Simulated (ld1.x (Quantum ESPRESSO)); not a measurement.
**An all-electron radial function and its pseudo partner (Sb (Z = 51))**

Columns: radius, all-electron u(r) and pseudo u(r) of the 4d shell (level -33.51 eV) of antimony in the configuration [Kr] 4d10 5s2 5p3; PBE, scalar-relativistic, PAW scheme, ld1.x (Quantum ESPRESSO) 7.5.

| r (bohr) | all-electron | pseudo |
| --- | --- | --- |
| 0.125 | 0.4352 | -0.0091 |
| 0.250 | 0.4951 | -0.0680 |
| 0.375 | 0.0038 | -0.2031 |
| 0.500 | -0.5224 | -0.4051 |
| 0.625 | -0.8758 | -0.6326 |
| 0.750 | -1.0423 | -0.8296 |
| 0.875 | -1.0722 | -0.9500 |
| 1.000 | -1.0200 | -0.9751 |
| 1.125 | -0.9265 | -0.9194 |
| 1.250 | -0.8173 | -0.8180 |
| 1.375 | -0.7072 | -0.7072 |
| 1.500 | -0.6040 | -0.6040 |
| 1.625 | -0.5112 | -0.5112 |
| 1.750 | -0.4298 | -0.4298 |
| 1.875 | -0.3598 | -0.3598 |
| 2.000 | -0.3000 | -0.3000 |
| 2.125 | -0.2496 | -0.2496 |
| 2.250 | -0.2072 | -0.2072 |
| 2.375 | -0.1717 | -0.1717 |
| 2.500 | -0.1420 | -0.1420 |
| 2.625 | -0.1174 | -0.1174 |
| 2.750 | -0.0969 | -0.0969 |
| 2.875 | -0.0799 | -0.0799 |
| 3.000 | -0.0659 | -0.0659 |
| 3.125 | -0.0543 | -0.0543 |
| 3.250 | -0.0447 | -0.0447 |

How many radial nodes do the two functions have?

The all-electron 4d function has n − l − 1 = 1; the pseudo-wave has 0, since the states of the same l below it are removed with the core.

At about which radius was the pseudo-wave matched?

1.40 bohr, where the columns begin to agree (steps of 0.12 bohr).

Where does each function peak?

Outermost all-electron maximum near 0.88 bohr, pseudo maximum near 1.00 bohr (to the table’s step).

Is the pseudo-wave norm-conserving?

No, it belongs to a PAW set: the norm inside the radius is not constrained, and the difference is carried by the augmentation charge.
